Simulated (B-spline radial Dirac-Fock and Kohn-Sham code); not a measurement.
## X-ray lines that fill the 3p3/2 vacancy in W⁴⁺

System: tungsten as W⁴⁺, configuration [Xe] 4f14 5d2.

Calculated with a radial finite-basis atomic code, using independent-particle rates on relativistic LDA orbitals of the hole state (multipoles up to L = 3, Coulomb Auger matrix elements, transition energies from Dirac-Fock).

```csv
line,multipole,energy (eV),rate (s⁻¹),share (%)
M3-M4,E1,413.2,1.57e+11,0.324
M3-M5,E1,475.6,2.25e+12,4.63
M3-N1,E1,1683.1,7.98e+12,16.4
M3-N2,E2,1786.7,1.83e+10,0.0377
M3-N3,E2,1854.5,1.55e+10,0.0319
M3-N4,E1,2024.7,4.00e+12,8.24
Mγ (M3-N5),E1,2037.2,3.15e+13,64.9
M3-O1,E1,2204.5,1.52e+12,3.13
M3-N6,E2,2251.8,3.91e+10,0.0805
M3-N7,E2,2253.9,2.30e+11,0.473
M3-O4,E1,2289.7,9.01e+10,0.186
M3-O5,E1,2290.6,7.18e+11,1.48
```

The listed lines hold 100.0 % of the radiative rate. The radiative width is 0.0319 eV in the length form and 0.0316 eV in the velocity form; the two differ because the transition energies are not eigenvalue differences of the potential that gave the orbitals.
